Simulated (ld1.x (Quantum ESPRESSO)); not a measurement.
Re (Z = 75): PAW pseudisation with revPBE, scalar-relativistic reference atom.

- Element: Re (Z = 75)
- Generator: ld1.x (Quantum ESPRESSO) 7.5
- Type: PAW
- Functional: revPBE
- Relativity: scalar-relativistic
- Frozen core: [Kr] 4d10
- Valence charge: 29
- Reference configuration: 4f14 5s2 5p6 5d5 6s1.5 6p0 (charge +0.5)
- Partial waves: 5s (bound): rcut 1.35, rcutus 1.45 bohr; 6s (bound): rcut 1.35, rcutus 1.45 bohr; 5p (bound): rcut 1.70, rcutus 2.35 bohr; 6p (bound, empty): rcut 1.70, rcutus 2.35 bohr; 5d (bound): rcut 1.20, rcutus 1.65 bohr; 5d channel at -0.25 Ry: rcut 1.20, rcutus 1.65 bohr; 4f (bound): rcut 0.55, rcutus 0.65 bohr; 4f channel at -0.4 Ry: rcut 0.55, rcutus 0.65 bohr
- Local potential: all-electron potential smoothed inside 1.15 bohr (lloc = -1)
- Core correction: Bessel-smoothed model core inside 0.35 bohr
- Augmentation charge: BESSEL, radius 0.45 bohr

All-electron outer shells of the reference configuration (revPBE, scalar-relativistic, ld1.x):

```
shell  level (eV)  outermost node (bohr)  outermost maximum (bohr)
   4p     -450.99                   0.23                      0.43
   4d     -259.02                   0.21                      0.44
   5s      -88.92                   0.52                      0.93
   5p      -50.71                   0.56                      1.06
   4f      -45.97                      –                      0.41
   6s       -9.14                   1.24                      2.51
   5d       -8.97                   0.62                      1.41
   6p       -3.96                   1.48                      3.39
```

Calculated quality:

- Ghost test: no extra level below or beside the all-electron valence levels (s, p, d, f tested) (spherical-Bessel basis up to 400 Ry, 20 bohr box)
- Configuration tests: test run stopped at test 5 of 7 (negative rho)
- Lowest eigenvalue of the overlap operator: 0.16 (s channel)

Generation and tests took about 3.7 s on one core of a shared server CPU.
